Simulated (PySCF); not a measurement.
Computed Raman spectrum (relative Raman activity) of a molecule C2H7NSi2. Geometry: B3LYP-D3(BJ)/def2-SVP. One conformer was computed; it need not be the lowest. Level of theory: PySCF with B3LYP-D3(BJ)/def2-SVP. Frequencies are harmonic and unscaled.

Lines under 2 % of the strongest are left out, and lines within 2 cm⁻¹ are merged.

ν (cm⁻¹): 397 (w), 446 (vw), 585 (w), 613 (w), 645 (vw), 711 (vw), 946 (w), 1295 (vw), 1426 (w), 1432 (vw), 2182 (s), 2193 (s), 2209 (s), 3001 (vs), 3030 (s), 3122 (m), 3131 (m) (against the strongest line: vs over 80 %, s over 45 %, m over 15 %, w over 4 %, vw less)

### Question
Identify the compound among the candidates.
(A) N#CC([SiH3])[SiH3]
(B) C1=N[SiH2]C[SiH2]1
(C) N[SiH2]C#C[SiH3]
(D) C[Si@@H]1N=C[SiH2]1

### Answer
D, C[Si@@H]1N=C[SiH2]1
